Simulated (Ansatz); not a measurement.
`C=C/C=C/C=C/C=C/C=C/C=C/C=C/C=C/C=C/C=C/C=C/C=C/C=C/C=C` with charge +1, relaxed as a doublet with UKS PBE-D4/def2-SVP in Ansatz, starting from the PBE-D4/def2-SVP geometry of the neutral singlet. Force threshold 0.03 eV/Å.

Single mean-field runs in def2-SVP are fitted with def2-universal-jkfit.

Start:

```xyz
58

C   -11.8287   10.1399   -6.1697
C   -11.2175    8.9338   -6.0307
C   -10.0480    8.6936   -5.2229
C    -9.4356    7.4691   -5.0871
C    -8.2772    7.2251   -4.2877
C    -7.6632    5.9951   -4.1510
C    -6.5089    5.7534   -3.3538
C    -5.8920    4.5217   -3.2145
C    -4.7398    4.2833   -2.4179
C    -4.1202    3.0514   -2.2764
C    -2.9690    2.8157   -1.4802
C    -2.3475    1.5839   -1.3374
C    -1.1966    1.3497   -0.5415
C    -0.5744    0.1178   -0.3983
C     0.5765   -0.1160    0.3972
C     1.1983   -1.3481    0.5405
C     2.3494   -1.5827    1.3360
C     2.9700   -2.8150    1.4789
C     4.1216   -3.0512    2.2744
C     4.7402   -4.2836    2.4163
C     5.8929   -4.5222    3.2121
C     6.5088   -5.7543    3.3524
C     7.6636   -5.9959    4.1489
C     8.2763   -7.2264    4.2876
C     9.4352   -7.4698    5.0866
C    10.0458   -8.6947    5.2258
C    11.2151   -8.9340    6.0342
C    11.8242  -10.1406    6.1777
H   -11.4460   11.0357   -5.6532
H   -12.7192   10.2660   -6.8031
H   -11.6308    8.0604   -6.5678
H    -9.6233    9.5582   -4.6803
H    -9.8635    6.6067   -5.6314
H    -7.8481    8.0863   -3.7432
H    -8.0925    5.1337   -4.6955
H    -6.0800    6.6148   -2.8095
H    -6.3207    3.6596   -3.7581
H    -4.3116    5.1458   -1.8745
H    -4.5480    2.1884   -2.8192
H    -2.5416    3.6791   -0.9375
H    -2.7749    0.7202   -1.8795
H    -0.7694    2.2135    0.0005
H    -1.0018   -0.7460   -0.9402
H     1.0039    0.7477    0.9392
H     0.7705   -2.2118   -0.0012
H     2.7774   -0.7192    1.8779
H     2.5414   -3.6783    0.9370
H     4.5506   -2.1882    2.8164
H     4.3107   -5.1462    1.8743
H     6.3229   -3.6600    3.7544
H     6.0782   -6.6162    2.8101
H     8.0942   -5.1340    4.6915
H     7.8456   -8.0883    3.7456
H     9.8645   -6.6064    5.6282
H     9.6194   -9.5605    4.6864
H    11.6305   -8.0591    6.5673
H    11.4437  -11.0364    5.6595
H    12.7185  -10.2645    6.8064
```

Task: Estimate the energy that the relaxation releases and the steps that it takes.

Result: 5.4 kJ/mol, in 6 steps; 53 s on 2 threads of AMD EPYC 7R13 on a shared host and a share (18 GiB) of an NVIDIA H100 80GB HBM3. No frequencies were taken in this run, so the end may be a saddle point.

Task: Does the start keep its bonding and symmetry?

Result: By distances, no bond broke or formed. The bond that changes most is C14–C15, from 1.42 to 1.40 Å (atoms count from 1).

Task: Predict the relaxed structure.

Result: 
```xyz
58

C   -11.7748   10.1329   -6.1335
C   -11.1858    8.9118   -6.0134
C   -10.0204    8.6645   -5.2102
C    -9.4149    7.4293   -5.0812
C    -8.2628    7.1948   -4.2844
C    -7.6459    5.9564   -4.1473
C    -6.4998    5.7322   -3.3521
C    -5.8758    4.4921   -3.2098
C    -4.7333    4.2728   -2.4161
C    -4.1061    3.0307   -2.2717
C    -2.9659    2.8131   -1.4792
C    -2.3371    1.5697   -1.3339
C    -1.1980    1.3529   -0.5422
C    -0.5686    0.1087   -0.3965
C     0.5702   -0.1078    0.3949
C     1.1994   -1.3521    0.5407
C     2.3386   -1.5690    1.3321
C     2.9669   -2.8126    1.4777
C     4.1074   -3.0304    2.2698
C     4.7340   -4.2727    2.4147
C     5.8767   -4.4922    3.2081
C     6.4999   -5.7326    3.3513
C     7.6461   -5.9566    4.1462
C     8.2622   -7.1953    4.2848
C     9.4143   -7.4296    5.0816
C    10.0188   -8.6650    5.2125
C    11.1840   -8.9120    6.0160
C    11.7718  -10.1334    6.1384
H   -11.3749   11.0148   -5.6061
H   -12.6674   10.2821   -6.7593
H   -11.6129    8.0501   -6.5562
H    -9.5884    9.5233   -4.6648
H    -9.8464    6.5707   -5.6262
H    -7.8334    8.0557   -3.7405
H    -8.0737    5.0946   -4.6902
H    -6.0734    6.5957   -2.8099
H    -6.3018    3.6287   -3.7516
H    -4.3075    5.1368   -1.8744
H    -4.5320    2.1670   -2.8132
H    -2.5399    3.6771   -0.9377
H    -2.7632    0.7059   -1.8753
H    -0.7718    2.2168   -0.0009
H    -0.9949   -0.7551   -0.9377
H     0.9965    0.7560    0.9360
H     0.7730   -2.2160   -0.0004
H     2.7652   -0.7052    1.8731
H     2.5404   -3.6766    0.9367
H     4.5340   -2.1666    2.8106
H     4.3073   -5.1368    1.8739
H     6.3035   -3.6286    3.7489
H     6.0726   -6.5963    2.8103
H     8.0748   -5.0944    4.6878
H     7.8319   -8.0566    3.7423
H     9.8467   -6.5704    5.6250
H     9.5859   -9.5244    4.6687
H    11.6123   -8.0496    6.5570
H    11.3712  -11.0164    5.6123
H    12.6648  -10.2827    6.7643
```
Bond lengths: 27 × C–C 1.36 to 1.44 Å; 30 × C–H 1.10 to 1.11 Å.
